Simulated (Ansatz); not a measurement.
Geometry optimisation, RKS CAM-B3LYP-D4/STO-3G (Ansatz 0.2.0).

Input file:

```yaml
crystal:
  periodic: [false, false, false]
  atoms:
    - { symbol: Si, position_ang: [0.0, 0.0, 0.0] }
    - { symbol: "N", position_ang: [0.0, 0.0, 1.82] }
    - { symbol: H, position_ang: [-0.877, -0.2713, 2.35] }
    - { symbol: H, position_ang: [0.877, 0.2713, 2.35] }
    - { symbol: Cl, position_ang: [2.0086, 0.0, -0.7093] }
    - { symbol: O, position_ang: [-0.7913, 1.3709, -0.5594] }
    - { symbol: H, position_ang: [-1.7491, 1.1401, -0.7818] }
    - { symbol: Cl, position_ang: [-1.0032, -1.7381, -0.7093] }
basis:
  gaussian: { orbitals: STO-3G }
hamiltonian:
  xc: cam_b3lyp
  dispersion: d4
relax:
  f_tol: 0.02
  max_steps: 40
output:
  orbitals: {}
```

Launched with:

```bash
$ ansatz run input.yaml --threads 1 --pin off --max-ram 2048MiB --backend cpu --events-out ev --progress --plain --runs-dir out
```

**Question.** Where does it end, and by what steps?

**Answer.** It converged. Limits of this set-up: minimal basis. After 12 steps the energy has fallen by 0.588 eV; H4 moved furthest, 0.65 Å.

```csv
step,energy less start (eV),largest force component (eV/Å),accepted
0,0.0000,3.061,yes
1,-0.3746,1.471,yes
2,-0.4462,0.677,yes
3,-0.4295,3.659,no
4,-0.4729,0.908,yes
5,-0.5175,0.764,yes
6,-0.5549,0.529,yes
7,-0.5343,1.657,no
8,-0.5736,0.298,yes
9,-0.5761,0.259,yes
10,-0.5825,0.343,yes
11,-0.5868,0.112,yes
12,-0.5880,0.015,yes
```

```xyz
8
Properties=species:S:1:pos:R:3
Si -0.102 0.031 0.131
N 0.070 0.049 1.804
H -0.718 0.252 2.432
H 0.873 -0.375 2.287
Cl 1.820 0.205 -0.698
O -1.144 1.268 -0.281
H -1.451 1.104 -1.233
Cl -0.882 -1.761 -0.681
```

Whether the end is a true minimum wasn't checked by a vibrational analysis.

Time of the run: 36 s on 1 thread of Arm Neoverse V2, on a shared host, peak memory 0.14 GiB.
